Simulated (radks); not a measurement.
The numbers below are computed, except where a source is named.
The nuclear charge of the titanium ion Ti+ is varied continuously with 21 electrons held in [Ar] 3d2 4s1. Code: a radial shooting solver on a logarithmic mesh with Libxc functionals. Model: Dirac Kohn-Sham, PBE, spin-unpolarised, spherical densities, finite nucleus; open shells fill j = l - 1/2 first; Fermi nuclear charge, rms radius 3.5921 fm. By the Hellmann-Feynman theorem dE/dZ = E(electron-nucleus)/Z, the electronic potential at the nucleus (averaged over a nucleus of fixed radius).

Z,E (hartree),E(electron-nucleus)/Z (hartree),HOMO,e(HOMO) (eV),<r> HOMO (bohr)
21.5,-807.97102,-89.3069,3d3/2,-5.552,1.800
21.6,-816.92892,-89.8509,3d3/2,-6.601,1.730
21.7,-825.94118,-90.3941,3d3/2,-7.712,1.668
21.8,-835.00772,-90.9365,4s1/2,-8.737,3.321
21.9,-844.12845,-91.4782,4s1/2,-9.528,3.254
22,-853.30334,-92.0194,4s1/2,-10.347,3.190
22.1,-862.53231,-92.5600,4s1/2,-11.192,3.130
22.2,-871.81532,-93.1002,4s1/2,-12.062,3.072
22.3,-881.15234,-93.6401,4s1/2,-12.958,3.016
22.4,-890.54333,-94.1796,4s1/2,-13.877,2.963
22.5,-899.98826,-94.7189,4s1/2,-14.821,2.912
22.6,-909.48710,-95.2579,4s1/2,-15.787,2.864
22.7,-919.03984,-95.7967,4s1/2,-16.777,2.817
22.8,-928.64644,-96.3354,4s1/2,-17.789,2.772
22.9,-938.30691,-96.8739,4s1/2,-18.823,2.729
23,-948.02121,-97.4122,4s1/2,-19.879,2.687

The central difference of E at Z = 22 is -92.019 hartree, to compare with the third column; the second derivative is -5.41 hartree.
